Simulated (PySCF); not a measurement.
**Constants of BeS, step by step**

State: ¹Σ⁺, singlet, closed shell. De refers to Be + S. RHF-based CCSD(T) in PySCF 2.14 with Be cc-pVTZ, S cc-pV(T+d)Z and Be cc-pVQZ, S cc-pV(Q+d)Z (frozen core orbitals: 6; no relativity). Correlation energies are extrapolated as n⁻³ (n = 3, 4), Hartree–Fock as (n+1)·exp(−9√n). CV is the change on freezing 1 orbitals instead, in Be cc-pCVTZ, S cc-pwCVTZ. SR is the spin-free X2C energy in Be cc-pVTZ-DK, S cc-pVTZ-DK less the non-relativistic one in Be cc-pVTZ, S cc-pVTZ.

```
            Level  Re (Å)  ωe (cm⁻¹)  ωexe (cm⁻¹)  αe (cm⁻¹)  De (eV)
       CCSD(T)/TZ  1.7589      982.6         5.75    0.00644    3.037
       CCSD(T)/QZ  1.7511      992.7         5.81    0.00645    3.214
           HF/CBS  1.7237     1068.6          n/a    0.00612    1.672
          MP2/CBS  1.7485     1005.8         4.31    0.00592    3.780
         CCSD/CBS  1.7356     1030.6         6.29    0.00635    3.042
      CCSD(T)/CBS  1.7468      999.6         5.85    0.00646    3.332
   CCSD(T)/CBS+CV  1.7420     1004.7         5.89    0.00649    3.364
CCSD(T)/CBS+CV+SR  1.7419     1002.7         5.88    0.00651    3.350
```

Q: How much is left between CCSD(T)/QZ and the basis-set limit, and how much do the triples give at the limit?

A: CCSD(T)/CBS less CCSD(T)/QZ: -4.3 mÅ in Re, +6.9 cm⁻¹ in ωe and +0.118 eV in De. CCSD(T)/CBS less CCSD/CBS: +11.2 mÅ in Re, -31.0 cm⁻¹ in ωe and +0.290 eV in De.

Q: What do the later terms add?

A: CV: -4.8 mÅ in Re, +5.1 cm⁻¹ in ωe and +0.032 eV in De; SR: -0.1 mÅ in Re, -2.0 cm⁻¹ in ωe and -0.014 eV in De, each against the row above.

The T1 diagnostic is 0.027, large enough to doubt a single reference. The open-shell atoms are computed with UHF. Spin–orbit coupling, excitations beyond (T) and corrections to the Born–Oppenheimer picture are left out.

The whole job (state search and all basis sets along the bond) took about 4.2 min on 4 threads of Intel Xeon Platinum 8488C (shared host), peak memory 3.2 GiB.
